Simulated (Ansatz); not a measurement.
Cd9S8Cl2⁻. Total charge -1; doublet. Geometry PBE-D4/def2-SVP; atoms count from 1.

Cartesian coordinates in Å:
```
S -0.320 -0.276 -4.735
S 2.657 -1.234 -1.470
S -1.835 3.120 1.986
S 1.786 0.533 2.690
S -0.845 0.456 -0.752
S -0.480 -3.683 -1.553
S -2.212 -1.584 2.541
S 0.860 -3.830 2.071
Cd -0.884 1.457 -3.236
Cd -0.712 3.051 -0.243
Cd 1.702 0.447 0.137
Cd 0.255 -1.502 -2.663
Cd 1.716 -3.077 -0.129
Cd 0.663 2.890 2.964
Cd -1.977 0.672 1.618
Cd 0.440 -1.508 2.859
Cd -1.314 -2.915 0.619
Cl -1.357 3.848 -2.609
Cl 1.856 3.134 -0.093
```

In the def2 sets Cd takes a core potential; there is no spin–orbit coupling. Single mean-field runs in def2-TZVP are fitted with def2-universal-jkfit.

**Question.** Estimate the Mulliken populations from the PBE0/def2-TZVP orbitals of Ansatz.

**Answer.** 
```
atom  charge (e)  spin (α − β)  d electrons
  S1       -0.68          0.00            –
  S2       -0.70          0.01            –
  S3       -0.68          0.09            –
  S4       -0.70          0.07            –
  S5       -0.91          0.00            –
  S6       -0.70          0.00            –
  S7       -0.68          0.00            –
  S8       -0.69          0.02            –
 Cd9        0.63          0.00        10.01
Cd10        0.81          0.01        10.04
Cd11        0.69          0.00        10.03
Cd12        0.73          0.00        10.02
Cd13        0.62          0.00        10.01
Cd14        0.30          0.76        10.01
Cd15        0.66          0.02        10.01
Cd16        0.64          0.02        10.01
Cd17        0.62          0.00        10.01
Cl18       -0.46          0.00            –
Cl19       -0.50          0.01            –
```
Mulliken values and Mayer orders depend strongly on the basis.

**Question.** Where does the spin sit?

**Answer.** Summed by element: S 0.19, Cd 0.81, Cl 0.01, of 1 unpaired in all. Largest on single atoms: Cd14 0.76, S3 0.09, S4 0.07.

**Question.** And the Mayer bond orders between bonded heavy atoms (over 0.3)?

**Answer.** S1–Cd9 1.10 (2.36 Å); S1–Cd12 0.78 (2.47 Å); S2–Cd11 0.68 (2.51 Å); S2–Cd12 0.43 (2.69 Å); S2–Cd13 0.75 (2.47 Å); S3–Cd10 0.68 (2.50 Å); S3–Cd14 0.50 (2.69 Å); S3–Cd15 0.75 (2.48 Å); S4–Cd11 0.58 (2.56 Å); S4–Cd14 0.52 (2.62 Å); S4–Cd16 0.74 (2.45 Å); S5–Cd9 0.37 (2.68 Å); S5–Cd10 0.37 (2.65 Å); S5–Cd11 0.36 (2.70 Å); S5–Cd15 0.37 (2.63 Å); S6–Cd12 0.57 (2.55 Å); S6–Cd13 0.45 (2.69 Å); S6–Cd17 0.82 (2.45 Å); S7–Cd15 0.75 (2.45 Å); S7–Cd16 0.46 (2.67 Å); S7–Cd17 0.68 (2.50 Å); S8–Cd13 0.73 (2.48 Å); S8–Cd16 0.72 (2.49 Å); S8–Cd17 0.40 (2.77 Å); Cd9–Cl18 0.49 (2.52 Å); Cd10–Cl18 0.40 (2.58 Å); Cd10–Cl19 0.41 (2.57 Å); Cd11–Cl19 0.32 (2.70 Å).
